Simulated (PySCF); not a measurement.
Gas-phase reaction: SnBr2 + 4 H → SnH2 + 2 HBr, at 1600 K and a standard pressure of 1 bar. Level: B3LYP/def2-TZVP†.

Computed with PySCF and rigid-rotor harmonic-oscillator thermochemistry at 1 bar. † marks an energy on the PBE0/def2-TZVP geometry and frequencies. Open shells (unrestricted): H (multiplicity 2); the rest are closed-shell singlets. B3LYP is the form with VWN-RPA correlation. Sn: scalar-relativistic def2 core potential, no spin-orbit coupling. Br: all electrons, no relativistic terms. SnH2: computed as isolated molecules; such fragments, hydroxides, amides, oligomers or adducts are transient or little studied in the gas. The harmonic model lacks anharmonicity and excited electronic states, which grow with temperature; levels with a mode under 35 cm⁻¹ are left out. Soft modes under 120 cm⁻¹ make the harmonic entropy rough for SnBr2.

| species | E (Ha) | H(1600 K) − E (kJ/mol) | S°(1600 K) (J/mol/K) |
|---|---|---|---|
| SnBr2 | -5362.86718 | 93.2 | 425.9 |
| H | -0.50218 | 33.3 | 149.6 |
| SnH2 | -215.53852 | 98.9 | 306.6 |
| HBr | -2574.78889 | 65.7 | 250.3 |
E: electronic energy; H − E holds the zero-point and thermal terms. 1 Ha = 2625.5 kJ/mol.

Problem. Work out ΔH°, ΔS°, ΔG° and log10 K from these numbers.

Solution. 1. ΔE = 1×(-215.53852) + 2×(-2574.78889) − 1×(-5362.86718) − 4×(-0.50218) = -0.24040 Ha = -631.2 kJ.
2. Δ(H − E) = 1×(98.9) + 2×(65.7) − 1×(93.2) − 4×(33.3) = 3.9 kJ, so ΔH° = -627.3 kJ.
3. ΔS° = 1×(306.6) + 2×(250.3) − 1×(425.9) − 4×(149.6) = -217.1 J/K; the number of gas molecules changes by -2.
4. ΔG° = ΔH° − TΔS° = -627.3 − 1600×(-217.1)/1000 = -279.9 kJ.
5. log10 K = −ΔG°/(RT ln 10) = 9.14, with RT ln 10 = 30.63 kJ/mol; at standard pressures the products are favoured.
6. A shift of 10 kJ in ΔE would move log10 K by 0.33 here.
For scale, ΔH°(298 K) is -589 kJ at this level, -580 kJ at ωB97M-V/def2-TZVP†, and runs from -704 to -392 kJ over the 18 levels computed.
